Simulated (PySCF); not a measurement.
## Two-photon absorption: SMILES [O-]c1ccc(Cl)c2ccccc12, [C₁₀H₆ClO]-, charge -1

Geometry:
| atom | x (Å) | y (Å) | z (Å) |
| --- | --- | --- | --- |
| O1 | 1.864 | -0.233 | 1.495 |
| C2 | 1.674 | 0.977 | 1.723 |
| C3 | 2.717 | 1.949 | 1.866 |
| C4 | 2.460 | 3.294 | 2.121 |
| C5 | 1.168 | 3.785 | 2.254 |
| Cl6 | 0.928 | 5.501 | 2.576 |
| C7 | 0.054 | 2.919 | 2.133 |
| C8 | -1.299 | 3.339 | 2.255 |
| C9 | -2.340 | 2.443 | 2.126 |
| C10 | -2.089 | 1.080 | 1.868 |
| C11 | -0.779 | 0.651 | 1.746 |
| C12 | 0.307 | 1.532 | 1.871 |
| H13 | 3.747 | 1.594 | 1.767 |
| H14 | 3.293 | 3.997 | 2.222 |
| H15 | -1.494 | 4.395 | 2.455 |
| H16 | -3.371 | 2.799 | 2.225 |
| H17 | -2.920 | 0.376 | 1.767 |
| H18 | -0.516 | -0.392 | 1.546 |

Total charge -1.

Method: TDDFT CAM-B3LYP/def2-SVPD excited states, vertical, gas phase (PySCF 2.14.0). Geometry: PBE0-D3(BJ)/def2-SVP.

For a gas-phase anion, states above the detachment energy (about 2.1 eV, taken as minus the energy of the highest occupied orbital) lie in the continuum and depend on the basis.

(1) Give the one- and two-photon strengths of the lowest singlets.

## Answers

(1) δ for parallel linear polarisation; σ at the peak of a Lorentzian of half width 0.1 eV, single beam; Ω is circular over linear.
```tsv
state	E (eV)	f	photon λ (nm)	δ (au)	σ (GM)	Ω	main
S1	3.36	0.108	737	123	0.51	1.02	HOMO→LUMO 0.97
S2	3.82	0.121	649	132	0.71	0.78	HOMO→LUMO+2 0.93
S3	4.18	0.001	594	53.8	0.34	1.50	HOMO→LUMO+1 0.76, HOMO→LUMO+4 0.08
S4	4.39	0.000	565	0.32	0.00	1.50	HOMO−1→LUMO 0.90
S5	4.43	0.003	560	96.2	0.69	1.50	HOMO→LUMO+4 0.62, HOMO→LUMO+3 0.16
S6	4.71	0.004	527	2.39	0.02	1.50	HOMO→LUMO+3 0.72, HOMO→LUMO+4 0.21
```
